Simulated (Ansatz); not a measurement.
Coupled-cluster diagnostics for WO2(OH)2 (WO4H2), Ansatz.

Geometry of the singlet (PBE-D4/def2-SVP):

```
atom   x (Å)   y (Å)   z (Å)
  W1   0.122   0.305  -0.041
  O2  -0.802   1.744  -0.273
  O3   1.792   0.740  -0.061
  O4  -0.207  -0.908  -1.467
  H5  -0.875  -0.791  -2.167
  O6  -0.329  -0.441   1.648
  H7   0.301  -0.649   2.362
```

In the def2 sets W takes a core potential; there is no spin–orbit coupling. Correlated methods freeze 4 core orbitals; core or outer-core shells of W are correlated, in sets that lack core-valence functions.

Task: Estimate the CCSD(T) correlation energy, the shares of MP2 and (T), T1 and the reference's ⟨S²⟩ for: charge 0, singlet, own geometry in def2-TZVPP; and the rough time on 4 threads of Arm Neoverse V1 on a shared host.

Result: 
| state | basis | correlation (eV) | MP2 share (%) | (T) share (%) | T1 | ⟨S²⟩ (pure) | wall time | remarks |
| --- | --- | --- | --- | --- | --- | --- | --- | --- |
| charge 0, singlet, own geometry | def2-TZVPP | -40.502 | 99.6 | 5.3 | 0.024 | 0.00 (0.00) | 3.1 min | test for broken spin undecided |
Customary marks for T1 are 0.02 (closed shells), 0.045 (open shells) and about 0.05 (3d metals). T1 exceeds 0.02 in 1 of 1 rows and 0.045 in 0; the higher it lies, the less the single-reference result can be trusted.
